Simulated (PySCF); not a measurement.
Compound: C3H2BF3.
Atom-mapped SMILES: `[BH2:1][C:2]#[C:3][C:4]([F:5])([F:6])[F:7]` (hydrogens: H8, H9 on B1)

A GFN2-xTB structure with every atom displaced at random (by about 0.01 Å) was refined with PBE0-D3(BJ)/def2-SVP geometry optimisation, gas phase (PySCF 2.14.0). Values at the start:

```tsv
coordinate	start
B1–C2	1.526 Å
B1–H8	1.138 Å
C2≡C3	1.223 Å
C3–C4	1.403 Å
C4–F5	1.363 Å
B1–C2–C3	179.3°
C2–C3–C4	179.1°
C3–C4–F5	113.7°
C3–C4–F7	112.8°
F5–C4–F6	104.9°
```

Task: How do these coordinates change at the PBE0-D3(BJ)/def2-SVP level?

Result: 
```
coordinate  PBE0-D3(BJ)/def2-SVP (Å or °)  change
     B1–H8                          1.205  +0.067
     C3–C4                          1.470  +0.067
     C4–F5                          1.331  -0.032
     B1–C2                          1.513  -0.013
     C2≡C3                          1.219  -0.004
  F5–C4–F6                          107.7    +2.8
  C3–C4–F7                          110.3    -2.5
  C3–C4–F5                          111.7    -2.0
  B1–C2–C3                          179.6    +0.3
  C2–C3–C4                          179.4    +0.3
```

The energy falls by 22.0 kJ/mol over 8 energy and gradient evaluations, the largest force component goes from 0.0871 to 2.4e-04 Eh/bohr, and the atoms move by 0.103 Å rms after alignment. Among the bonds, C3–C4 and B1–H8 change most and about equally (+0.067 Å). Bonds longer at the end by more than 0.005 Å: 3 of 8; shorter: 4. Rotational constants go from 5571, 1438, 1430 to 5593, 1436, 1429 MHz.

The run used 108 basis functions and 58 SCF cycles in all. Hardware: an Arm Neoverse N1 with one thread, no GPU, shared host with 64 logical CPUs at a one-minute load of 46. Cost: 46 s wall, 0.43 GiB resident at most.

Whether it is a minimum is left open (no frequencies).
